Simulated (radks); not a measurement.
Results of a calculation; reference values are marked as such.
Task: The mean radii <r> (bohr) of the occupied orbitals of an atom or ion are listed with their occupations. Level of theory: scalar-relativistic Kohn-Sham, PBE, spin-polarised, spherical densities, point nucleus (a radial shooting solver on a logarithmic mesh with Libxc functionals).

orbital  occ.      <r>
1s up       1  0.04550
1s down     1  0.04550
2s up       1   0.2027
2s down     1   0.2027
2p up       3   0.1772
2p down     3   0.1772
3s up       1   0.5979
3s down     1   0.5975
3p up       3   0.6163
3p down     3   0.6154
3d up       5   0.6686
3d down     5   0.6648
4s up       1    1.673

Name the element and its charge. Open shells, if any, are filled with parallel spins first.

Result: Z = 33, arsenic, charge +4: As4+ in [Ar] 3d10 4s1. The 1s radius gives Z: for a bare nucleus <r> = (2 gamma + 1)/(2Z) with gamma = sqrt(1 - (Z/c)^2), 0.04456 bohr for Z = 33, and screening makes it slightly larger (0.04550 here). The occupations add up to 29, and the charge is Z minus that.
